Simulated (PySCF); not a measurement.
C8H7F, SMILES c1ccc(C=C)cc1F (GFN2-xTB optimised geometry):

```
16

C     -1.103    -2.492     0.000
C     -1.570    -1.249     0.000
C     -0.782    -0.022     0.000
C     -1.444     1.208     0.000
C     -0.745     2.400     0.000
C      0.639     2.400     0.000
C      1.290     1.179     0.000
F      2.641     1.161     0.000
C      0.613    -0.022     0.000
H     -1.769    -3.338     0.000
H     -0.052    -2.723     0.000
H     -2.641    -1.092     0.000
H     -2.525     1.224     0.000
H     -1.279     3.338     0.000
H      1.209     3.316     0.000
H      1.177    -0.940     0.000
```

Calculation: CAM-B3LYP/def2-TZVP (PySCF 2.14.0).

Question: What are the frontier orbital energies and the dipole moment?

Answer: HOMO-2 -10.27 eV, HOMO-1 -8.62 eV, HOMO -7.97 eV, LUMO -0.30 eV, LUMO+1 0.88 eV; dipole moment 1.61 D.

Meta-Löwdin charges at CAM-B3LYP/def2-TZVP: C1 -0.25, C2 -0.10, C3 0.03, C4 -0.13, C5 -0.10, C6 -0.16, C7 0.30, F8 -0.28, C9 -0.16, H10 0.13, H11 0.12, H12 0.11, H13 0.12, H14 0.12, H15 0.13, H16 0.13.
